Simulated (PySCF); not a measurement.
**Energy of I(2+) (iodine, charge +2) between two integer charges**

The 5p alpha orbital of [Kr] 4d10 5s2 5p3 is emptied in steps (occupation f), with all orbitals relaxed, ending at [Kr] 4d10 5s2 5p2. Computed with PySCF 2.14 in aug-cc-pVTZ-DK3 (8s7p5d2f, 68 functions), with the spin-free X2C one-electron Hamiltonian (Gaussian nucleus). The exact energy is a straight line in f; departures are measured from the line between the end points of the same method.

```tsv
f	UHF (eV)	LDA (eV)	PBE (eV)	PBE0 (eV)	r2SCAN (eV)	LC-wPBE (eV)	BHandHLYP (eV)	wB97X (eV)	TPSS (eV)	BLYP (eV)
1	0.000	0.000	0.000	0.000	0.000	0.000	0.000	0.000	0.000	0.000
0.9	0.041	-0.446	-0.433	-0.315	-0.410	-0.063	-0.206	-0.091	-0.424	-0.442
0.7	0.094	-1.043	-1.011	-0.734	-0.949	-0.145	-0.481	-0.214	-0.987	-1.033
0.5	0.111	-1.243	-1.201	-0.871	-1.118	-0.169	-0.573	-0.256	-1.172	-1.231
0.3	0.092	-1.044	-1.007	-0.729	-0.929	-0.138	-0.481	-0.218	-0.980	-1.033
0.1	0.039	-0.447	-0.430	-0.311	-0.394	-0.057	-0.206	-0.094	-0.417	-0.442
0	0.000	0.000	0.000	0.000	0.000	0.000	0.000	0.000	0.000	0.000
```

```csv
method,E(f=0) − E(f=1) (eV),−ε at f=1 (eV),−ε at f=0.5 (eV)
UHF,29.868,30.322,29.862
LDA,30.509,25.555,30.505
PBE,30.298,25.483,30.308
PBE0,30.416,26.907,30.432
r2SCAN,30.567,25.992,30.630
LC-wPBE,30.466,29.759,30.485
BHandHLYP,30.268,27.974,30.270
wB97X,30.105,29.095,30.093
TPSS,30.331,25.621,30.352
BLYP,30.055,25.143,30.054
```

Orbital energy along the path (eV):

```tsv
f	UHF	LDA	PBE	PBE0	r2SCAN	LC-wPBE	BHandHLYP	wB97X	TPSS	BLYP
1	-30.322	-25.555	-25.483	-26.907	-25.992	-29.759	-27.974	-29.095	-25.621	-25.143
0.9	-30.227	-26.538	-26.446	-27.615	-26.935	-29.909	-28.433	-29.294	-26.567	-26.120
0.7	-30.042	-28.516	-28.378	-29.028	-28.804	-30.203	-29.352	-29.691	-28.463	-28.083
0.5	-29.862	-30.505	-30.308	-30.432	-30.630	-30.485	-30.270	-30.093	-30.352	-30.054
0.3	-29.688	-32.500	-32.228	-31.821	-32.385	-30.748	-31.185	-30.507	-32.223	-32.026
0.1	-29.519	-34.488	-34.130	-33.186	-34.092	-30.986	-32.098	-30.938	-34.055	-33.991
0	-29.436	-35.476	-35.074	-33.860	-34.927	-31.090	-32.556	-31.155	-34.951	-34.967
```

Reference removal energy between the ground levels: 29.57 ± 0.025 eV (measured; NIST Atomic Spectra Database, ionization energies). The calculation has no spin-orbit coupling. UHF lacks correlation.
